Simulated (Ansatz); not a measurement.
`O=C[SiH2]F` + `O=CC(O)S` → `OC(S)[SiH2]F` + `O=CC=O`  (formal exchange of groups at the Si–C bond)

Program: Ansatz. Geometries: PBE0-D4/def2-TZVP. ΔE: electronic, gas phase. CCSD(T)/CBS adds triple-zeta CCSD(T) − MP2 to the extrapolated MP2 energy (def2 sets, frozen cores). This one scheme is used for every species. One conformer a species, not always the lowest.

```json
{"species": "`O=C[SiH2]F`", "CCSD(T)/CBS(def2) energy (Eh)": "-503.92730"}
{"species": "`O=CC(O)S`", "CCSD(T)/CBS(def2) energy (Eh)": "-626.60707"}
{"species": "`OC(S)[SiH2]F`", "CCSD(T)/CBS(def2) energy (Eh)": "-902.93155"}
{"species": "`O=CC=O`", "CCSD(T)/CBS(def2) energy (Eh)": "-227.60469"}
```

Q: Work out ΔE.

A: ΔE = (-902.93155) + (-227.60469) − (-503.92730) − (-626.60707) = -0.00187 Eh = -1.2 kcal/mol.

Largest T1 diagnostic among the species: 0.016.

In def2-TZVPP, CCSD(T) changes the Hartree–Fock value by +0.9 kcal/mol (the triples alone add +0.3 kcal/mol) and MP2 by +0.7 kcal/mol. From PBE to PBE0 (25 % exact exchange), in def2-TZVPP and without D4, ΔE moves by −1.1 kcal/mol.
